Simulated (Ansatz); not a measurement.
A single point on `[OH][Ta]([OH])([Cl])([Cl])[Cl]`.

```yaml
crystal:
  periodic: [false, false, false]
  atoms:
    - {symbol: O, position_ang: [1.665854, -0.165689, -0.482790]}
    - {symbol: Ta, position_ang: [-0.166311, 0.206757, -0.334175]}
    - {symbol: O, position_ang: [-0.319889, -0.932045, 1.164562]}
    - {symbol: Cl, position_ang: [-1.531806, -1.119098, -1.614518]}
    - {symbol: Cl, position_ang: [-0.004934, 1.820541, -2.011690]}
    - {symbol: Cl, position_ang: [-0.974324, 1.887315, 1.060517]}
    - {symbol: H, position_ang: [2.124155, -0.755568, 0.122741]}
    - {symbol: H, position_ang: [-0.700545, -0.999313, 2.039452]}
basis:
  gaussian: {orbitals: def2-QZVPP}
correlation: {method: mp2}
```

```sh
$ ansatz run in.yaml --threads 4 --pin off --events-out ev --progress --plain --max-ram 11315MiB
```

It prints (some lines left out):

```
Functional definition: HF
2817 factors; integrals over basis functions are off by at most 7.9e-4 eV
mean field evaluation 1: about -43155.7950 eV, gradient 6.4e1 eV
mean field evaluation 2: about -43156.0573 eV, gradient 6.4e1 eV
mean field evaluation 4: about -43163.6555 eV, gradient 5.1e0 eV
mean field evaluation 8: about -43163.7534 eV, gradient 5.5e-1 eV
mean field evaluation 16: about -43163.7551 eV, gradient 2.0e-6 eV
mean field -43163.75506431 eV, -1586.2387411695 hartree, gradient 2.0e-6 eV, S^2 0.000000; 0 other end points of the search recorded, 0 dependent functions left out
17 core orbitals not correlated: weight in the atoms' cores, before any rotation towards them, 1.000 or more for the frozen orbitals, at most 0.000 for the correlated occupied ones
reference -43163.75506431 eV, -1586.2387411695 hartree; 24, 24 occupied and 424, 424 virtual orbitals, 2817 factors
second order -43.85760937 eV of doubles, -0.00000000 eV of singles
Total energy: -43207.61267369 eV, -1587.8504785862 hartree
```

It took 54 s on 4 threads of an Intel Xeon on a shared host, with 2.8 GiB of host memory at the peak.
